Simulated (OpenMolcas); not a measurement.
# Levels of Zn II by method

```
Program             : OpenMolcas
Basis               : ANO-RCC-VQZP [7s6p4d3f2g1h]
Scalar Hamiltonian  : DKH2, point nucleus
Active space        : 1 electron in 4 orbitals (4s 4p)
State averaging     : 2S+1 = 2 even, 1 root; 2S+1 = 2 odd, 3 roots
Spin-orbit coupling : RASSI with atomic mean-field integrals over the reference wave functions, term energies averaged over their components
```

Methods on the same reference wave functions:
A. CASSCF
B. SS-CASPT2, IPEA 0.25 Eh, imaginary shift 0.1 Eh (closed shells correlated: 3d)

Energies in cm-1 above 4s 2S 1/2, the measured ground level; measured values from NIST Handbook of Basic Atomic Spectroscopic Data.

```json
{"Level": "4s 2S 1/2", "A": "0.0", "B": "0.0", "Measured": "0.0"}
{"Level": "4p 2P* 1/2", "A": "45290", "B": "49067", "Measured": "48481"}
{"Level": "4p 2P* 3/2", "A": "45981", "B": "49759", "Measured": "49355"}
```

Deviations, from unrounded energies. A percentage is the sum of absolute deviations over the sum of measured energies, with the sign that they share, or ± where signs differ.

```tsv
Against measurement	Levels	A	B
mean absolute deviation (cm-1)	2	3300	500
other configurations (%)	2	-6.7	+1.0
```

B lies closest to measurement on these levels. The largest miss of B in the table is 4p 2P* 1/2, by +590 cm-1. The ranking rests on the paired levels alone, and a cruder setting can come out closer through cancelling errors.

The lowest spin-free term lies below A's lowest term by 0.509 hartree in B.

With one active electron the reference holds no correlation, so core polarisation is missing (holds for A). With one active electron, CASPT2 adds the correlation within the correlated inactive shells and between them and that electron, and leaves the splitting within a term as the reference gives it (holds for B). Measured partners are found by configuration, term and J. A level has none where our copy of the source lacks it or the pairing is in doubt (some pairs that miss far off the trend of their configuration count as doubtful), and it then counts in no deviation. Levels of configurations outside the active space are missing.

* marks odd parity.
